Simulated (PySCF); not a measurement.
Excitation energy of I by level of theory

I [Kr] 4d10 5s2 5p5 (2P) → I [Kr] 4d10 5s2 5p4 5d1 (high-spin determinant), as a difference of total energies. Calculation: PySCF 2.14, in aug-cc-pVDZ-PP with ECP28MDF; a scalar-relativistic core potential. Correlated levels: valence: 4s2 4p6 4d10 frozen. The calculations carry no spin-orbit coupling.

| method | excitation energy (eV) |
| --- | --- |
| UHF | 8.923 |
| MP2 (valence) | 9.537 |
| SCS-MP2 (valence) | 9.528 |
| CCSD (valence) | 9.405 |
| CCSD(T) (valence) | 9.356 |
| CCSDT (valence) | 9.231 |

Task: How much does correlation contribute at CCSD(T) (valence)?

Result: 9.356 − (8.923) = 0.433 eV, measured against UHF.

The promoted electron is Rydberg-like, and one or two diffuse shells describe it only roughly, which tends to raise the upper state.

The coupled-cluster amplitudes are large for the upper state (T1 above 0.03 or a double amplitude above 0.15), so a single reference is strained.

The determinant of the upper state mixes LS terms, which raises its energy above the lowest term, most at the Hartree-Fock and MP2 levels.
